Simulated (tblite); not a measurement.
A geometry optimisation, step by step.

Compound: C4H8BFP (doublet state).
Numbering: `[CH2:1]=[CH:2][CH2:3][CH:4][B:5]([F:6])[PH2:7]` (hydrogens: H8, H9 on C1; H10 on C2; H11, H12 on C3; H13 on C4; H14, H15 on P7)
Bond orders are those of one Lewis drawing.

Computed with GFN2-xTB (tblite), gas phase: L-BFGS steps from a force-field or distance-geometry start until the largest atomic force falls under 0.01 eV/Å. 7 of its 161 geometries are shown.

Step 0: E = -571.7513 eV, largest atomic force 2.899 eV/Å
```
atom  x, y, z in Å  |  force x, y, z in eV/Å
C1     -2.623    0.389    0.245    0.015  -0.197  -0.243
C2     -1.899   -0.378   -0.565   -0.145   0.568   0.496
C3     -0.394   -0.231   -0.643   -0.676   0.282   0.050
C4      0.257   -0.634    0.660    1.839  -1.565  -1.511
B5      1.828   -0.395    0.643    0.440  -0.680  -1.059
F6      2.653   -1.104   -0.314   -1.661   1.343   1.960
P7      2.624    0.873    1.854    0.652   0.377  -1.127
H8     -2.163    1.158    0.871   -0.306  -0.394  -0.293
H9     -3.704    0.262    0.283    0.395   0.191   0.149
H10    -2.391   -1.127   -1.171    0.177  -0.010   0.003
H11    -0.164    0.830   -0.886    0.044  -0.596   0.121
H12    -0.028   -0.872   -1.470    0.069   0.256   0.321
H13     0.054   -1.712    0.893   -0.373   1.096   0.239
H14     2.059    2.022    1.178    0.354  -0.796   0.406
H15     3.885    0.928    1.149   -0.822   0.125   0.487
```

Step 27: E = -572.8316 eV, largest atomic force 0.298 eV/Å
```
atom  x, y, z in Å  |  force x, y, z in eV/Å
C1     -2.559    0.345    0.237   -0.070  -0.041   0.091
C2     -1.875   -0.462   -0.555    0.126   0.017   0.008
C3     -0.392   -0.296   -0.765   -0.102   0.002  -0.034
C4      0.425   -0.662    0.432   -0.009   0.087  -0.157
B5      1.909   -0.567    0.444   -0.071   0.042  -0.015
F6      2.752   -0.902   -0.534   -0.039  -0.036   0.029
P7      2.534    0.560    1.883    0.083  -0.045   0.204
H8     -2.090    1.159    0.777   -0.012  -0.131  -0.180
H9     -3.616    0.230    0.418    0.043  -0.063  -0.069
H10    -2.344   -1.295   -1.073    0.046   0.201   0.137
H11    -0.196    0.773   -0.959   -0.061  -0.119  -0.068
H12    -0.021   -0.837   -1.642   -0.105  -0.021   0.053
H13    -0.104   -0.654    1.377   -0.095   0.021  -0.046
H14     1.868    1.691    1.421   -0.004  -0.006   0.130
H15     3.705    0.926    1.265    0.271   0.092  -0.082
```

Step 53: E = -573.0730 eV, largest atomic force 0.040 eV/Å
```
atom  x, y, z in Å  |  force x, y, z in eV/Å
C1     -2.612    0.275    0.210   -0.015   0.010   0.017
C2     -1.901   -0.535   -0.551   -0.025   0.005   0.003
C3     -0.450   -0.312   -0.873   -0.029  -0.016   0.002
C4      0.404   -0.225    0.343    0.001   0.003  -0.016
B5      1.889   -0.342    0.374    0.028   0.000   0.018
F6      2.598   -0.864   -0.639   -0.008  -0.001  -0.025
P7      2.876    0.249    1.903    0.007   0.027   0.005
H8     -2.183    1.169    0.634   -0.029  -0.004  -0.004
H9     -3.643    0.083    0.453   -0.006  -0.001  -0.034
H10    -2.347   -1.425   -0.973    0.001   0.002   0.011
H11    -0.361    0.631   -1.434    0.014  -0.001   0.004
H12    -0.068   -1.093   -1.535    0.039   0.006   0.002
H13    -0.128    0.050    1.245   -0.011   0.001   0.029
H14     2.090    1.319    2.294   -0.001  -0.028  -0.006
H15     3.830    1.027    1.275    0.035  -0.004  -0.006
```

Step 80: E = -573.0796 eV, largest atomic force 0.044 eV/Å
```
atom  x, y, z in Å  |  force x, y, z in eV/Å
C1     -2.666    0.276    0.162   -0.007   0.011  -0.009
C2     -1.908   -0.539   -0.547   -0.004  -0.008   0.043
C3     -0.449   -0.308   -0.825   -0.014  -0.013  -0.004
C4      0.400   -0.228    0.395   -0.010   0.018  -0.006
B5      1.890   -0.325    0.383    0.006   0.001   0.021
F6      2.560   -0.816   -0.673   -0.008   0.003   0.002
P7      2.941    0.237    1.880   -0.002   0.010  -0.020
H8     -2.280    1.190    0.585    0.009  -0.002  -0.003
H9     -3.705    0.070    0.351    0.001  -0.003  -0.003
H10    -2.329   -1.446   -0.961    0.027   0.004   0.006
H11    -0.350    0.639   -1.376    0.006  -0.006  -0.007
H12    -0.048   -1.083   -1.484    0.010   0.012  -0.030
H13    -0.127    0.025    1.306   -0.010  -0.003   0.005
H14     2.180    1.310    2.309    0.013  -0.011  -0.006
H15     3.887    1.005    1.223   -0.017  -0.012   0.012
```

Step 107: E = -573.0998 eV, largest atomic force 0.138 eV/Å
```
atom  x, y, z in Å  |  force x, y, z in eV/Å
C1     -2.777    0.262    0.012   -0.051   0.022  -0.031
C2     -1.873   -0.584   -0.446    0.017   0.003  -0.031
C3     -0.463   -0.200   -0.789   -0.011   0.040  -0.013
C4      0.409   -0.192    0.420    0.027   0.062  -0.040
B5      1.895   -0.329    0.379    0.031   0.001  -0.016
F6      2.523   -0.769   -0.724    0.009  -0.042   0.013
P7      3.001    0.114    1.877   -0.040   0.017  -0.015
H8     -2.580    1.321    0.113    0.022  -0.133   0.031
H9     -3.761   -0.069    0.300   -0.013   0.046  -0.039
H10    -2.110   -1.634   -0.556    0.026  -0.002   0.079
H11    -0.473    0.812   -1.217    0.016   0.042  -0.007
H12    -0.028   -0.858   -1.545   -0.033  -0.007  -0.001
H13    -0.106    0.076    1.332    0.007  -0.027   0.069
H14     2.335    1.237    2.334   -0.009  -0.012   0.027
H15     4.003    0.820    1.237    0.003  -0.010  -0.026
```

Step 133: E = -573.1359 eV, largest atomic force 0.027 eV/Å
```
atom  x, y, z in Å  |  force x, y, z in eV/Å
C1     -2.964    0.149   -0.281    0.017  -0.004   0.001
C2     -1.844   -0.549   -0.262   -0.017  -0.007  -0.020
C3     -0.498   -0.006   -0.639    0.012   0.003  -0.006
C4      0.457   -0.089    0.501    0.011   0.009  -0.005
B5      1.923   -0.328    0.362    0.015  -0.007   0.005
F6      2.461   -0.779   -0.785   -0.016  -0.008   0.015
P7      3.130   -0.040    1.815   -0.010  -0.019  -0.001
H8     -2.983    1.184   -0.584   -0.008  -0.008   0.007
H9     -3.910   -0.283   -0.002    0.002   0.002   0.000
H10    -1.845   -1.585    0.050   -0.004   0.012   0.003
H11    -0.616    1.041   -0.950    0.003  -0.004   0.006
H12    -0.088   -0.555   -1.492   -0.002   0.010   0.004
H13     0.022    0.141    1.466    0.002   0.000   0.001
H14     2.586    1.104    2.367   -0.002   0.005   0.003
H15     4.163    0.603    1.159   -0.003   0.016  -0.014
```

Step 160: E = -573.1383 eV, largest atomic force 0.010 eV/Å
```
atom  x, y, z in Å  |  force x, y, z in eV/Å
C1     -2.950    0.149   -0.269    0.005   0.004  -0.002
C2     -1.830   -0.549   -0.280    0.000  -0.001  -0.002
C3     -0.485    0.009   -0.642    0.002   0.003   0.001
C4      0.460   -0.087    0.507   -0.004   0.000  -0.002
B5      1.915   -0.383    0.380   -0.002   0.005   0.001
F6      2.438   -0.902   -0.744   -0.001   0.000   0.006
P7      3.139   -0.026    1.805    0.000  -0.006   0.000
H8     -2.972    1.194   -0.535   -0.005  -0.008   0.002
H9     -3.895   -0.293   -0.002    0.006   0.000   0.001
H10    -1.829   -1.594   -0.001    0.004   0.002  -0.005
H11    -0.610    1.060   -0.932   -0.001   0.001   0.001
H12    -0.065   -0.523   -1.500   -0.006  -0.002   0.005
H13     0.028    0.188    1.462    0.002   0.002  -0.001
H14     2.542    1.089    2.363   -0.002   0.003  -0.003
H15     4.109    0.678    1.114    0.003  -0.004  -0.001
```

Q: Summarise the path.

A: The energy falls by 31.98 kcal/mol from step 0 to step 160; nine tenths of that is first reached at step 39. It rises by more than 0.2 meV at steps 102 and 111. The largest force goes from 2.899 to 0.010 eV/Å. Among the bonds B5–F6 changes most, from 1.449 to 1.343 Å; the atoms move by 0.975 Å rms after alignment.

Q: Follow the three bonds and two angles with the largest change from start to end.

A: 
```tsv
step	E above end (kcal/mol)	largest force (eV/Å)	B5–F6 (Å)	C4–B5 (Å)	P7–H14 (Å)	C3–C4–B5 (°)	B5–C4–H13 (°)
0	31.98	2.899	1.449	1.589	1.448	112.1	109.0
7	17.42	0.633	1.334	1.533	1.387	118.7	122.4
14	14.28	0.595	1.335	1.525	1.395	123.9	122.0
21	9.53	0.587	1.332	1.488	1.389	122.0	119.1
28	6.84	0.214	1.333	1.487	1.389	122.8	118.8
35	4.74	0.356	1.337	1.494	1.393	124.1	121.0
42	1.98	0.269	1.344	1.493	1.397	124.2	120.3
49	1.56	0.081	1.344	1.491	1.383	125.9	119.3
56	1.48	0.045	1.343	1.493	1.383	125.8	119.6
63	1.43	0.042	1.343	1.492	1.383	125.1	120.0
70	1.39	0.033	1.343	1.493	1.383	124.6	120.2
77	1.37	0.028	1.344	1.494	1.383	124.3	120.2
83	1.34	0.022	1.344	1.494	1.383	123.8	120.8
90	1.33	0.019	1.344	1.493	1.383	123.4	121.1
97	1.31	0.059	1.345	1.492	1.383	123.4	121.4
104	1.01	0.095	1.343	1.495	1.381	123.9	121.4
111	0.63	0.519	1.343	1.492	1.385	125.7	119.2
118	0.29	0.142	1.343	1.491	1.387	125.4	120.6
125	0.11	0.126	1.344	1.493	1.383	125.2	120.3
132	0.06	0.025	1.344	1.492	1.383	124.6	120.9
139	0.05	0.029	1.344	1.492	1.382	124.5	120.9
146	0.02	0.030	1.343	1.491	1.383	124.7	120.9
153	0.01	0.013	1.343	1.491	1.383	124.4	120.9
160	0.00	0.010	1.343	1.491	1.383	124.5	121.0
```

The cost below is that of the whole relaxation. Time: 1.6 s of wall time. Hardware: one thread of an Arm Neoverse N1, on a shared host.
